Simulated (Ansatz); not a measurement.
A run for Ansatz (an electronic-structure program): R-B3LYP/def2-TZVPPD on H2O2S (a complex), monomers drawn apart or pushed together. Files ending in .json are basis or fitting sets from the Basis Set Exchange.

Ansatz 0.2 input:
```yaml
crystal:
  periodic: [false, false, false]
  atoms:
    - {symbol: O, position_ang: [1.09761530, 0.96675209, 0.72807596]}
    - {symbol: S, position_ang: [0.47023651, 0.35730536, -0.41449356]}
    - {symbol: O, position_ang: [-0.91787710, -0.00945617, -0.32984835]}
    - {symbol: H, position_ang: [-0.41789038, -0.64260375, 3.14928214]}
    - {symbol: H, position_ang: [-0.22190056, -0.18314207, 2.59765487]}
basis:
  gaussian:
    orbitals: def2-TZVPPD.json
hamiltonian:
  xc: {name: B3LYP}
scf: {lower_state_search: off}
```

**Question.** What total energy does the run end on?

**Answer.** -549.9050 hartree.
